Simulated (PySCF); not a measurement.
Isomers of C7H13BO2, from PBE0-D3(BJ)/def2-SVP geometry optimisation, gas phase (PySCF 2.14.0). One conformer each, no zero-point energy, no frequencies.

Question: Which isomer lies lowest at this level?
A. `[CH3:1][C@@H:2]1[CH2:3][C:4]2([CH2:5][CH2:6]2)[C@H:7]1[B:8]([OH:9])[OH:10]` with C4–C7–B8–O9 -67°, C7–B8–O9–H -3°, C7–B8–O10–H -178°: A = 1437, B = 1331, C = 806.0 MHz, dipole 1.07 D
B. `[CH2:1]=[CH:2][C@@H:3]1[CH2:4][CH2:5][C@H:6]([B:7]([OH:8])[OH:9])[CH2:10]1` with C1–C2–C3–C4 -119°, C5–C6–B7–O8 150°, C6–B7–O8–H 177°, C6–B7–O9–H -177°, C2–C3–C4–C5 -149°, C3–C4–C5–C6 -2°, C4–C5–C6–B7 149°, C5–C6–C10–C3 -42°: A = 2847, B = 647.3, C = 592.1 MHz, dipole 3.09 D
C. `[CH2:1]=[C:2]([CH3:3])[CH2:4][B:5]([OH:6])[O:7][CH:8]1[CH2:9][CH2:10]1` with C1–C2–C4–B5 -111°, C2–C4–B5–O6 -97°, C4–B5–O6–H 177°, C4–B5–O7–C8 -1°, B5–O7–C8–C9 85°: A = 1867, B = 905.7, C = 692.6 MHz, dipole 1.07 D

Answer: B. That is `B([C@H]1CC[C@@H](C=C)C1)(O)O`, 12.7 kcal/mol below the next.

```tsv
SMILES	mapped SMILES	E (Eh)	relative (kcal/mol)	relative (kJ/mol)	dipole (D)
C=C[C@@H]1CC[C@H](B(O)O)C1	[CH2:1]=[CH:2][C@@H:3]1[CH2:4][CH2:5][C@H:6]([B:7]([OH:8])[OH:9])[CH2:10]1	-449.13209	0.0	0.0	3.09
C[C@@H]1CC2(CC2)[C@H]1B(O)O	[CH3:1][C@@H:2]1[CH2:3][C:4]2([CH2:5][CH2:6]2)[C@H:7]1[B:8]([OH:9])[OH:10]	-449.11180	12.7	53.3	1.07
C=C(C)CB(O)OC1CC1	[CH2:1]=[C:2]([CH3:3])[CH2:4][B:5]([OH:6])[O:7][CH:8]1[CH2:9][CH2:10]1	-449.09534	23.1	96.5	1.07
```

As drawn, the highest has a three-membered ring, which the lowest lacks.
